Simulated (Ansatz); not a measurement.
**Worked example: C2H6ClGa + CH3 → C2H6Ga + CH3Cl**

Species: C2H6ClGa `C[CH2][GaH][Cl]`, singlet; CH3 (methyl radical) `[CH3]`, doublet; C2H6Ga `C[CH2][GaH]`, doublet; CH3Cl (chloromethane) `CCl`, singlet. A radical takes Cl: the energy is the difference in strength between the Ga–Cl bond broken and the C–Cl bond made.

Shapes, held fixed at every level: PBE0-D4/def2-TZVP. Flexible molecules stand in one conformer, not always the lowest. Programs: Ansatz 0.2.0. The zero-point and thermal change to 298 K, harmonic and unscaled (PBE0-D4/def2-TZVP), is +8.7 kJ/mol.

At CCSD(T)/def2-TZVPP; 1 Eh = 2625.50 kJ/mol:

| species | energy (Eh) |
| --- | --- |
| C2H6ClGa | -2462.919960 |
| CH3 | -39.761719 |
| C2H6Ga | -2003.081222 |
| CH3Cl | -499.560551 |

Question: Work out ΔH(298 K) of the reaction at this level.

Answer: 
1. Products less reactants: (-2003.081222) + (-499.560551) − [(-2462.919960) + (-39.761719)] = 0.039906 Eh = +104.8 kJ/mol.
2. With the thermal change: +104.8 + (+8.7) = +113.5 kJ/mol.

Other levels give +102.4 (PBE0-D4/def2-TZVPP) to +142.2 kJ/mol (HF/def2-TZVPP). No measured value is set beside it here. Open shells run unrestricted. Relativity is left out for Ga. Outer-core shells of Ga are correlated in most correlated rows, in sets that cover them unevenly.
